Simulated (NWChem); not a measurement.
CCl2GaNO; SMILES O=C=[N][Ga]([Cl])[Cl]

```xyz
6

Ga     0.0003     0.3237     0.0001
Cl    -1.8403     1.3734    -0.0004
Cl     1.8333     1.3876    -0.0004
N      0.0060    -1.4685     0.0028
C      0.0054    -2.6686     0.0003
O      0.0047    -3.8348    -0.0016
```
Atoms are numbered in this order, from 1.

Structure relaxed at the PBE0/def2-SVP level.

Question: List the 6 lowest vertical singlet excitations from PBE/6-31G* (spherical d), full TDDFT (NWChem).

Answer: 
| state | energy (eV) | oscillator strength | leading excitation (squared amplitude) |
|---|---|---|---|
| S1 | 4.81 | 0.004 | HOMO → LUMO (0.99) |
| S2 | 4.97 | 0.001 | HOMO−1 → LUMO (1.00) |
| S3 | 4.98 | 0.000 | HOMO → LUMO+1 (1.00) |
| S4 | 5.59 | 0.017 | HOMO−2 → LUMO (0.93) |
| S5 | 5.61 | 0.096 | HOMO−1 → LUMO+1 (0.85) |
| S6 | 5.68 | 0.000 | HOMO−3 → LUMO (0.60) |
